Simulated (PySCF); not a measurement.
# Nonlinear optical response: `Fc1ccc(C(F)(F)F)[se]1`, C$_{5}$H$_{2}$F$_{4}$Se

Cartesian coordinates in Å; atom numbers follow the order of the lines, from 1:
```xyz
12

F     3.2686    0.8659   -0.4131
C     2.0093    0.4734   -0.2493
C     1.6026   -0.8142   -0.1114
C     0.2036   -0.9361    0.0436
C    -0.4666    0.2503    0.0305
C    -1.9320    0.4352    0.1712
F    -2.4202   -0.0727    1.3152
F    -2.6347   -0.1440   -0.8171
F    -2.2535    1.7407    0.1592
Se    0.6379    1.7345   -0.1957
H     2.2787   -1.6499   -0.1200
H    -0.2925   -1.8840    0.1610
```

Computed, not measured: PySCF, quadratic response B3LYP/def2-SVPD first hyperpolarisability, Taylor convention, IEF-PCM chloroform (non-equilibrium response, no local-field factor). Geometry: GFN2-xTB.

The calculation is non-relativistic, which matters for the atoms heavier than Zn.

(1) Give β for the processes computed.

(2) Which lowest excitations, dipole and polarisabilities go with it?

Answers

(1) In au, Taylor convention; the vector part is βᵢ = ⅓ Σⱼ (βᵢⱼⱼ + βⱼᵢⱼ + βⱼⱼᵢ); β∥ is 3/5 of the vector part along the dipole, the dipole points from − to +:
| process | λ (nm) | β vector norm | β∥ | β HRS | depolarisation ratio |
| --- | --- | --- | --- | --- | --- |
| second harmonic β(−2ω;ω,ω) | 633 | 453.4 | 271.3 | 205.7 | 4.05 |
| second harmonic β(−2ω;ω,ω) | 532 | 999.9 | 578.1 | 440.4 | 4.07 |

(2) S1 5.00 eV (f = 0.001); S2 5.09 eV (f = 0.127); S3 5.29 eV (f = 0.153); dipole 2.17 D; isotropic α 97.9 au at 633 nm, 99.6 au at 532 nm, 115.1 au at 316.5 nm, 144.0 au at 266 nm.
